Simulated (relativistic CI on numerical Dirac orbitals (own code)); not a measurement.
**One change at a time: Ru37+**

Base calculation: Dirac-Coulomb-Breit CI, KLI orbitals optimised for each configuration, QED by a radiative potential, unscaled Slater integrals.

Configurations in the expansion (outside the closed core 1s2): 2s2.2p3, 2s.2p4, 2p5, 2p4.3s, 2p4.3p, 2p4.3d, 2s2.2p2.3s, 2s2.2p2.3p, 2s2.2p2.3d, 2s.2p3.3s, 2s.2p3.3p, 2s.2p3.3d, 2s2.2p2.4s, 2s2.2p2.4p, 2s2.2p2.4d, 2s2.2p2.4f. Levels of other configurations are missing.

Variants: (1) only the first 3 configurations; (2) one mean potential for all configurations. Shifts of the energy above 2s2.2p3 2P°_3/2, in eV, for the lowest level and the first level of each name with at least 55 % of one term (blank where a level changes its place among those of its configuration and J or its character, or is not in the variant):

```tsv
Level	Base	Δ(1)	Δ(2)
2s2.2p3 2P°_3/2	0.00	0.00	0.00
2s2.2p3 2D°_5/2	140.08	+0.14	+0.03
2s2.2p3 2P°_1/2	162.58	-0.24	+0.03
2s.2p4 4P_5/2	288.02	-0.11	+0.09
2s.2p4 2D_5/2	456.44	+0.17	+0.09
2s.2p4 2P_3/2	494.45	+0.44	+0.09
2p5 2P°_3/2	678.47	+0.57	+0.25
2p5 2P°_1/2	817.26	+0.58	+0.21
2s2.2p2.3s 4P_3/2	3064.10		+1.20
2s2.2p2.3s 2P_1/2	3070.09		+1.30
2s2.2p2.3s 2D_5/2	3077.60		+1.11
2s2.2p2.3s 2D_3/2	3082.13		+1.18
2s2.2p2.3p 2F°_7/2	3169.09		+1.02
2s2.2p2.3p 2P°_1/2	3193.14		+1.37
```

At this charge energies of transitions that change n are usually good to better than 1 %, and those within a shell (Δn = 0) to a few per cent.

Ionisation energy from the two ground configurations alone: base 5323.58 eV. The NIST ASD value (semi-empirical) is 5330 eV.

LS names give the leading component of a level, which can be under half, so a name can repeat, a term be missing and a line seem to break the LS rules.
